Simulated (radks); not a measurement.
Numerical settings for the germanium ion Ge+, [Ar] 3d10 4s2 4p1. Method: scalar-relativistic Kohn-Sham, PBE, spin-polarised, spherical densities, point nucleus; open shells are filled with parallel spins first; computed with a radial shooting solver on a logarithmic mesh with Libxc functionals. The defaults (mesh step 0.008 in ln r, mesh end at 40 bohr or more with all orbitals vanishing there, Anderson mixing 0.5 over 9 steps, residual threshold near 1e-9 with the energy settled to 1e-9 hartree or 1e-11 of itself, here a cap of 52 iterations) give E = -2098.5687 hartree and 4p at -11.671 eV in 16 iterations. Run on one thread of a shared host, so times are rough (Arm Neoverse N1): 0.25 s of CPU time, 0.25 s wall, 16 iterations on 2546 mesh points. Changes against that run (0 stands for a change within the tolerance of the run):

setting                    iterations  converged  E (mhartree)  e(4p) (meV)  CPU (s)
mesh step in ln r 0.2               2         no      diverged            -     0.01
mesh step in ln r 0.012            16        yes             0            0     0.18
mesh step in ln r 0.03             16        yes     +0.000423            0     0.09
mesh end (bohr) 8                  16        yes        +0.304        +21.6     0.24
mesh end (bohr) 400                16        yes             0            0     0.26
residual threshold 0.1             10        yes             0      -0.0901     0.19
residual threshold 0.01            10        yes             0      -0.0901     0.19
mixing 1.5                         15        yes             0            0     0.24
linear mixing, mixing 0.8          52         no        +2e+04    +3.76e+03      1.2
linear mixing, mixing 1            52         no     +1.32e+05    +9.02e+03      1.7
mixing history 3                   18        yes             0            0     0.27
iteration cap 8                     8         no             0       +0.652     0.14

No run marked as converged misses the energy by more than 1 mhartree. A mesh that ends early acts as a hard wall.
